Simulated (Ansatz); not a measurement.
A nudged elastic band was laid between two geometries of ClF2Ge2H3 + H2O (11 atoms, charge 0, multiplicity 1).

All numbers below come from RKS PBE/def2-SVP (Ansatz).

```yaml
movable_images: 7
climbing_image: yes
spring: 5.0 eV/Å²
optimiser: quadratic models (default)
start_path: through a guess of the saddle point
force_threshold: 0.05 eV/Å
iteration_limit: 60
end_points: relaxed
```

First end point:

```xyz
11
Properties=species:S:1:pos:R:3
Ge 0.022 0.111 -0.013
Cl -0.255 0.591 2.102
Ge 2.300 0.089 -0.874
H 2.493 -1.250 -1.615
H 2.451 1.284 -1.850
H 3.248 0.238 0.331
F -0.985 1.284 -0.843
F -0.903 -1.373 -0.293
O 1.342 -2.054 1.104
H 0.529 -2.468 0.747
H 1.058 -1.740 1.985
```

Last end point:

```xyz
11
Properties=species:S:1:pos:R:3
Ge 0.085 -0.555 -0.469
Cl 2.167 -0.665 2.718
Ge 2.350 0.257 -0.856
H 3.302 -0.940 -0.660
H 2.357 0.741 -2.327
H 2.613 1.413 0.126
F -1.124 0.675 -0.154
F -0.591 -1.425 -1.833
O -0.038 -1.698 0.930
H -0.965 -1.837 1.212
H 1.144 -1.251 2.094
```

(1) Which bonds break or form, and what moves?

(2) Give the energies along the band, and the barrier.

(3) What is the geometry of the highest image?

(4) What are the harmonic wavenumbers there?

The band took 23 iterations and roughly 20 core-minutes.

Results:

(1) Bonds broken: Ge1–Cl2, O9–H11. Bonds formed: Ge1–O9, Cl2–H11. ClF2Ge2H3 + H2O becomes ClH + F2Ge2H4O.

(2) The forces met the threshold. The highest image is number 5 of 0 to 8, 0.71 eV above the first end and 0.28 eV above the last; the last end lies 0.43 eV above the first. A vibrational analysis at the climbing image gives one clearly imaginary mode, 215i cm⁻¹: a first-order saddle point. The orbitals stay closed-shell, which can raise the energy where a bond breaks towards radicals; this wasn't checked here.

```tsv
image	path coordinate (Å)	energy (eV)	Ge1–Cl2 (Å)	O9–H11 (Å)	Ge1–O9 (Å)
0	0.00	0.00	2.19	0.98	2.77
1	1.41	0.05	2.19	0.98	2.67
2	2.81	0.08	2.20	0.98	2.57
3	4.22	0.48	2.26	0.98	2.34
4	5.63	0.52	2.31	0.98	2.14
5	7.03	0.71	2.78	1.15	1.94
6	7.66	0.49	3.25	1.58	1.83
7	8.29	0.43	3.66	1.72	1.81
8	8.92	0.43	3.81	1.72	1.81
```

(3) 
```xyz
11
Properties=species:S:1:pos:R:3
Ge 0.281 -0.400 -0.172
Cl 1.488 -0.170 2.321
Ge 2.499 0.278 -0.911
H 3.427 -0.893 -0.529
H 2.445 0.468 -2.449
H 2.835 1.584 -0.170
F -0.986 0.665 0.389
F -0.563 -1.141 -1.535
O 0.098 -1.989 0.931
H -0.842 -2.221 1.093
H 0.619 -1.469 1.815
```

(4) 215i, 69, 75, 100, 135, 155, 184, 236, 282, 324, 430, 454, 471, 482, 666, 693, 739, 754, 826, 837, 984, 1140, 1636, 2088, 2128, 2151, 3656 cm⁻¹.

Time of the run: 5.2 min on 4 threads of Arm Neoverse V1, with other jobs on the host, peak memory 0.25 GiB.
